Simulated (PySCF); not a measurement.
## Electron correlation in Ag²⁺ (silver, charge +2)

[Kr] 4d9, 2D determinant. All numbers are calculated (PySCF 2.14, a scalar-relativistic core potential, in def2-QZVPPD with the def2 core potential (28 electrons)). Frozen: nothing; 17 electrons correlated.

| level | correlation energy (mhartree) |
| --- | --- |
| CCSD | -604.56 |
| (T) | -14.85 |
| CCSD(T) | -619.41 |

Diagnostics: T1 = 0.0037, D1 = 0.0080, largest double amplitude 0.019.

Is a single reference adequate?

Yes, within this model without spin-orbit coupling: T1 lies below 0.03 and no double amplitude reaches 0.07.

The basis has no tight functions for the innermost shells, so their pair energies are far from complete.

This basis was not built for core-valence correlation, so the inner-shell part is incomplete.
